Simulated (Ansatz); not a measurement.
Start from `[CH3][Sc]([NH2])[OH]` and change one atom or group to get `[CH3][Sc]([NH2])[NH2]`.

Ansatz, PBE0-D4/def2-TZVP geometries, multiplicity 1. Each molecule was computed in one conformer, which needn't be the lowest.

Scalar relativity is left out up to krypton.

```tsv
property	`[CH3][Sc]([NH2])[OH]`
HOMO energy (PBE/def2-TZVPP) / eV	-5.32
HOMO–LUMO gap (PBE/def2-TZVPP) / eV	3.01
LUMO energy (ωB97M-V/def2-TZVPP) / eV	0.07
LUMO energy (PBE/def2-TZVPP) / eV	-2.31
HOMO energy (PBE0/def2-TZVPP) / eV	-6.65
size of the dipole moment (B3LYP/def2-TZVPP) / D	1.40
```

Question: Give the same properties after the change, and the shifts. (An estimate is asked.)

Answer: Ansatz gave: 
| property | `[CH3][Sc]([NH2])[NH2]` | shift |
| --- | --- | --- |
| HOMO energy (PBE/def2-TZVPP) / eV | -5.32 | 0.00 |
| HOMO–LUMO gap (PBE/def2-TZVPP) / eV | 3.18 | 0.17 |
| LUMO energy (ωB97M-V/def2-TZVPP) / eV | 0.17 | 0.10 |
| LUMO energy (PBE/def2-TZVPP) / eV | -2.14 | 0.17 |
| HOMO energy (PBE0/def2-TZVPP) / eV | -6.65 | 0.00 |
| size of the dipole moment (B3LYP/def2-TZVPP) / D | 1.40 | 0.00 |

Dipoles are sizes alone; their direction can turn.

Positive LUMOs are unbound, so they and the gaps depend on the basis.

B3LYP here is the variant with VWN-RPA as its local correlation; programs differ in this.
